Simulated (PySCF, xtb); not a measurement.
BF2, SMILES F[B]F (connectivity only; charge and spin as stated), charge +1, multiplicity 1.

GFN2-xTB (xtb) at its own geometry gives an orbital gap of 8.29 eV.

Coordinates come from a PBE0-D3(BJ)/def2-TZVP optimisation. The multiplicity is an assumed one; other spin states were not compared. The isomer is the one that the SMILES or the coordinates give; other isomers of the formula were not compared.

Question: What does PBE/def2-TZVPD run with PySCF give? (An estimate is asked for; the answer gives what the named calculation found.)

Answer: gap 11.10 eV (levels -20.56 and -9.46 eV).
